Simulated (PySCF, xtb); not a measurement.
W(NH)(S)(OH)(SH) (H3NOS2W), SMILES [NH]=[W]([OH])(=[S])[SH], multiplicity 1.

GFN2-xTB run with xtb 6.7.1 at its own geometry gives an orbital gap of 1.87 eV and a dipole moment of 6.11 D.

Coordinates come from a PBE-D3(BJ)/def2-SVP optimisation. The spin state was assumed, not searched. The structure was generated by enumeration; whether it is a known compound was not checked. The def2 effective core potentials stand for the cores of W; spin–orbit coupling is left out. Other conformers were not sampled.

Question: What does PySCF with M06-2X/def2-TZVP give? (An estimate is asked for; the answer gives what the named calculation found.)

Answer: gap 7.12 eV (levels -8.55 and -1.43 eV), dipole 2.39 D.
